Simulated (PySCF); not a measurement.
Correlation energy of Nd²⁺ (neodymium, charge +2)

Starting occupation: [Xe] 4f4, 4f5/2 with m_j = -1/2, +1/2, +3/2, +5/2. Computed with PySCF 2.14 in x2c-QZVPPall-2c (16s16p12d6f4g1h, 213 functions), with X2C-1e with screened-nucleus spin-orbit coupling, Gaussian nucleus. Frozen: [Ar] 3d10; 30 electrons correlated; the 40 highest virtual spinors left out.

MP2 pair energies summed by pair of shells (mhartree):

| pair | energy | share (%) |
| --- | --- | --- |
| 4d-4d | -267.23 | 20.0 |
| 4d-4f | -211.82 | 15.9 |
| 4d-5p | -140.02 | 10.5 |
| 5p-5p | -133.19 | 10.0 |
| 4d-4p | -131.61 | 9.9 |
| 4f-5p | -119.47 | 9.0 |
| 5p-5s | -42.50 | 3.2 |
| 4d-5s | -41.78 | 3.1 |
| 4f-4p | -41.05 | 3.1 |
| 4f-4f | -41.03 | 3.1 |
| 4p-4p | -34.66 | 2.6 |
| 4d-4s | -30.13 | 2.3 |
| 4f-5s | -26.84 | 2.0 |
| 4p-5p | -19.21 | 1.4 |
| 4p-4s | -17.72 | 1.3 |
| 4p-5s | -10.12 | 0.8 |
| 4f-4s | -9.28 | 0.7 |
| 5s-5s | -7.38 | 0.6 |
| 4s-5p | -3.44 | 0.3 |
| 4s-4s | -3.13 | 0.2 |
| 4s-5s | -1.47 | 0.1 |

Total MP2 correlation energy: -1333.1 mhartree.

The GHF reference relaxed away from the jj start to a determinant that is no pure jj level (⟨S²⟩ = 6.00, ⟨J²⟩ = 23.43); the energies belong to that determinant.

This basis was not built for core-valence correlation, so the inner-shell part is incomplete.
